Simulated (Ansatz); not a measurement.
# Energy differences in GaO

Calculated in Ansatz's Gaussian-basis code. Basis cc-pwCVTZ-PP on Ga, cc-pVTZ on O, scalar-relativistic core potentials (10 electrons on Ga), no spin–orbit coupling, 5 orbitals frozen in the corrections; active space CAS(5,6). Restricted Hartree–Fock, then the lowest state-specific CASSCF solution met for each case. Coupled cluster stands on the determinant that it favours, not always the lowest RHF. On stretched bonds single-reference methods can fail or change state. Solutions in different active orbitals can move differences by tenths of an eV and at times more than 1 eV.

Case A, doublet: bond length 2.0056 Å.

Case B, quartet: bond length 1.7440 Å.

Case C, doublet: bond length 1.7440 Å.

Energy less that of case A, in eV:

| case | RHF/ROHF | CASSCF | CCSD(T) |
| --- | --- | --- | --- |
| B | +2.521 | +3.727 | +3.385 |
| C | -0.070 | +0.752 | -0.393 |

Task: What does SC-NEVPT2 give for these differences?

Result: B: +3.146 eV (72.5 kcal/mol); C: -0.386 eV (-8.9 kcal/mol).

Task: Which case is lowest, and do the methods agree?

Result: C is lowest in SC-NEVPT2. CASSCF puts A lowest.
